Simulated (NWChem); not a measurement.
Molecule: C₂H₄BFO₂; SMILES CB(F)OC=O

```xyz
10

C     -1.5557     0.7009     0.0000
B     -0.0013     0.8559     0.0000
F      0.5767     2.0538     0.0000
O      0.9391    -0.1747     0.0000
C      0.6701    -1.5064     0.0000
O     -0.4155    -2.0209     0.0000
H     -1.8927     0.1262    -0.8708
H     -2.0544     1.6745     0.0000
H     -1.8927     0.1262     0.8708
H      1.6194    -2.0619     0.0000
```
Atoms are numbered in this order, from 1.

Program: NWChem. Pople sets run with spherical d functions. Geometry: optimised at B3LYP/6-31G* (spherical d). Atomic charges in e: unrestrained fits to the electrostatic potential beside Mulliken populations; buried atoms are poorly determined by the fit.

For level B3LYP/def2-SVP:

```
Property     Result
-----------  ------
Mulliken C1   -0.09
ESP B2         0.79
Mulliken B2    0.13
Mulliken F3   -0.09
Mulliken O4   -0.18
Mulliken C5    0.28
```

### Question
What are these values for level Hartree-Fock/6-31G*?

### Answer
The Mulliken C1 is -0.76 and the ESP B2 is 0.97. The Mulliken B2 is 0.91, the Mulliken F3 is -0.39 and the Mulliken O4 is -0.62. The Mulliken C5 is 0.58.
